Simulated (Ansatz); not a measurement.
C$_{3}$H$_{9}$NSi (`C=C[SiH2]NC`), relaxed with RKS PBE0-D4/def2-TZVP in the Gaussian-basis code of Ansatz from a PBE-D4/def2-SVP geometry. The force threshold is 0.005 eV/Å; the program also tests the step.

The species carries charge 0 and has multiplicity 1.

Start:

```xyz
14

C    -1.003   -1.172    1.873
C     0.085   -1.596    1.198
Si    0.756   -0.697   -0.312
N     0.078    0.913   -0.314
C    -0.051    1.756   -1.492
H    -1.558   -0.273    1.549
H    -1.383   -1.695    2.769
H     0.610   -2.502    1.557
H     0.327   -1.331   -1.613
H     2.269   -0.795   -0.269
H     0.180    1.443    0.556
H     0.858    2.356   -1.737
H    -0.898    2.468   -1.386
H    -0.271    1.126   -2.379
```

```
        step  energy (eV)  largest force (eV/Å)  largest move (Å)
           1  -12618.2806                 0.620             0.000
           2  -12618.3484                 0.332             0.046
3 (rejected)  -12618.3410                 0.437             0.044
           4  -12618.3569                 0.025             0.022
5 (rejected)  -12618.3556                 0.050             0.040
           6  -12618.3573                 0.008             0.016
           7  -12618.3573                 0.018             0.020
           8  -12618.3574                 0.005             0.006
           9  -12618.3574                 0.002             0.003
          10  -12618.3574                 0.003             0.007
```

End:

```xyz
14

C    -0.986   -1.182    1.881
C     0.074   -1.580    1.184
Si    0.720   -0.671   -0.305
N     0.066    0.917   -0.314
C    -0.032    1.741   -1.499
H    -1.547   -0.296    1.597
H    -1.342   -1.720    2.755
H     0.598   -2.478    1.512
H     0.302   -1.303   -1.588
H     2.215   -0.752   -0.261
H     0.149    1.453    0.537
H     0.879    2.315   -1.715
H    -0.863    2.448   -1.416
H    -0.232    1.108   -2.366
```

It took 21 s on 4 threads of an Intel Xeon 6975P-C on a shared host, with 0.6 GiB of host memory at the peak.
